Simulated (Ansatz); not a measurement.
Consider the homolysis of the N–Si bond: `CN([SiH2]Cl)[SiH](O)F` → `C[N][SiH2]Cl`• + `O[SiH]F`•.

Program: Ansatz. Geometries: PBE0-D4/def2-TZVP. ΔE: electronic, gas phase. CBS: MP2 limit from def2 TZ/QZ plus the TZ coupled-cluster correction, frozen cores. DFT in def2-TZVPP. B3LYP here is the variant with VWN-RPA as its local correlation; programs differ in this. No spin–orbit coupling; open shells (•) take unrestricted orbitals. Each species was taken in one conformer, which may not be the lowest.

`CN([SiH2]Cl)[SiH](O)F`:

```xyz
14

C    -1.367    1.088   -0.238
N    -0.263    0.125   -0.176
Si    1.157    0.404   -1.097
Cl    2.695    1.112    0.105
Si   -0.378   -1.197    0.908
O     1.106   -1.815    1.163
F    -1.222   -2.399    0.303
H    -2.028    0.892   -1.086
H    -1.967    1.038    0.674
H    -0.994    2.112   -0.323
H     1.676   -0.833   -1.711
H     0.872    1.463   -2.090
H    -1.093   -0.766    2.126
H     1.807   -1.222    1.442
```

`C[N][SiH2]Cl`•:

```xyz
9

C    -1.330    0.530   -0.133
N    -0.509   -0.628   -0.060
Si    1.206   -0.496    0.129
Cl    1.977   -2.337    0.567
H    -0.975    1.400    0.438
H    -1.376    0.847   -1.188
H    -2.360    0.298    0.158
H     1.803   -0.036   -1.151
H     1.565    0.423    1.241
```

`O[SiH]F`•:

```xyz
5

O    -0.767   -0.753   -0.285
Si    0.178    0.335    0.490
F     0.864    1.331   -0.562
H    -1.536   -0.445   -0.768
H     1.261   -0.467    1.125
```

CCSD(T)/CBS gives +121.2 kcal/mol.

(1) Another level gave +116.3 kcal/mol. Which?
A. MP2/def2-TZVPP
B. PBE-D4/def2-TZVPP
C. CCSD/def2-TZVPP
D. B3LYP-D4/def2-TZVPP

Largest T1 diagnostic among the species: 0.014.

Answers

(1) C. CCSD/def2-TZVPP 116.3, B3LYP-D4 112.4, MP2/def2-TZVPP 125.4, PBE-D4 110.4 kcal/mol.

The D4 term adds +6.4 kcal/mol with B3LYP and +3.6 kcal/mol with PBE0; it sums over pairs of atoms, weighted by their polarisabilities, and B3LYP, whose exchange is more repulsive, gets the larger term. From PBE to PBE0 (25 % exact exchange), in def2-TZVPP and without D4, ΔE moves by +3.5 kcal/mol.
